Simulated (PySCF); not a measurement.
Core binding energy against partial charge

C₅H₃ClOS.
Z-matrix (Å and degrees, PBE0-D3(BJ)/def2-SVP geometry), rows numbered from 1:
```
O 
C   1  1.1876
Cl  2  1.7910  1  120.26
C   2  1.4675  1  125.72  3  -179.97
C   4  1.4307  2  121.05  1     0.81
C   5  1.3645  4  112.06  2  -179.85
S   6  1.7236  5  111.60  4     0.10
C   4  1.3788  2  126.36  1  -178.92
H   5  1.0899  4  123.09  2     0.26
H   6  1.0892  5  128.27  4  -179.91
H   8  1.0885  4  127.08  2    -0.16
```

Binding energies: delta-SCF UKS SCAN, pcX-2 on the ionised atom, pcseg-1 elsewhere, spin-free X2C (PySCF 2.14.0). Charges: PBE0/pcSseg-1 ground-state density, for the ionised atom.

```json
{"atom": "C5", "environment": "aromatic CH carbon", "C 1s (eV)": "291.05", "Mulliken (e)": "+0.049", "IAO (e)": "-0.158", "Hirshfeld (e)": "-0.058", "ESP (e)": "-0.156"}
{"atom": "C6", "environment": "aromatic CH next to a ring sulfur", "C 1s (eV)": "291.36", "Mulliken (e)": "-0.272", "IAO (e)": "-0.313", "Hirshfeld (e)": "-0.074", "ESP (e)": "-0.290"}
{"atom": "C4", "environment": "substituted aromatic carbon", "C 1s (eV)": "291.41", "Mulliken (e)": "-0.251", "IAO (e)": "-0.093", "Hirshfeld (e)": "-0.045", "ESP (e)": "+0.101"}
{"atom": "C8", "environment": "aromatic CH next to a ring sulfur", "C 1s (eV)": "291.44", "Mulliken (e)": "-0.184", "IAO (e)": "-0.291", "Hirshfeld (e)": "-0.066", "ESP (e)": "-0.358"}
{"atom": "C2", "environment": "acyl halide carbon", "C 1s (eV)": "294.56", "Mulliken (e)": "+0.380", "IAO (e)": "+0.362", "Hirshfeld (e)": "+0.172", "ESP (e)": "+0.388"}
```

Q: Give the correlation coefficient and slope of binding energy on charge for each scheme.

A: Hirshfeld: r = 0.99, slope 13.8 eV per e; IAO: r = 0.93, slope 4.9 eV per e; Mulliken: r = 0.84, slope 4.4 eV per e; ESP: r = 0.81, slope 3.9 eV per e. Hirshfeld charges have the highest r, on only 5 points.

Q: The point-charge model writes a binding energy as kq + V + constant, with V the potential of the other atoms' charges at the site. What does it give with the IAO charges?

A: V = Σ 14.40 eV Å × q/r over all other atoms: +0.55 eV at C5, +3.68 eV at C6, -0.28 eV at C4, +3.83 eV at C8, -5.97 eV at C2. Fitting binding energy − V to q gives k = 19.4 eV per e and leaves an rms residual of 0.16 eV, against 0.50 eV for the fit on q alone. The model has no term for differences in relaxation between sites.

Geometry: PBE0-D3(BJ)/def2-SVP, one conformer, isolated molecule.
